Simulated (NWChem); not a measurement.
## Atomisation of H2O3P

```
P
O 1 1.5086
O 1 1.6506 2 113.77
H 3 0.9795 1 110.08 2 -160.15
O 1 1.6726 2 117.30 3 -113.29
H 5 0.9791 1 110.06 2 -51.95
```
Charge 0, spin multiplicity 2.

The numbers come from NWChem runs, not from measurements. Structure: optimised with UPBE/def2-SVP, a minimum by its harmonic frequencies. It is one conformer; others weren't searched.

Basis set: def2-TZVP. The atomisation energy is electronic alone: no zero-point, thermal, spin-orbit or counterpoise terms. No value is extrapolated to the basis-set limit. Free atoms are single determinants with multiplicities O 3, P 4, H 2.

B3LYP has NWChem's definition, with VWN1-RPA local correlation. The structure started from a generated list of species. No SCF solution was tested for a lower state.

Question: One of these methods gave an atomisation energy of 639.0 kcal/mol. Which?
A. B3LYP
B. LC-wPBE (omega 0.3 per bohr)
C. PBE
D. LDA (SVWN5)

Answer: D, LDA (SVWN5). The others give 546.1 (PBE), 518.7 (B3LYP), 531.6 (LC-wPBE (omega 0.3 per bohr)).
